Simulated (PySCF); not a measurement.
How methods differ on the excitation energy of Xe⁺

Xe⁺ [Kr] 4d10 5s2 5p5 (2P) → Xe⁺ [Kr] 4d10 5s1 5p6 (2S), as a difference of total energies. Calculation: PySCF 2.14, in ANO-RCC-VTZP (7s6p4d2f1g, 68 functions); the spin-free X2C one-electron Hamiltonian (Gaussian nucleus). Correlated levels: valence and next inner shell: [Ar] 3d10 frozen. The calculations carry no spin-orbit coupling.

Question: Order these methods by the excitation energy they give, lowest first.
A. MP2 (valence and next inner shell)
B. CCSD(T) (valence and next inner shell)
C. SCS-MP2 (valence and next inner shell)
D. CCSD (valence and next inner shell)

Answer: B (11.556 eV), C (12.198 eV), D (12.264 eV), A (12.325 eV).

Errors of the correlated levels include the incompleteness of this basis and the frozen core.

The coupled-cluster amplitudes are large for the upper state (T1 above 0.03 or a double amplitude above 0.15), so a single reference is strained.

For comparison: 10.831 eV (measured; NIST levels, between the centres of gravity of the two terms).
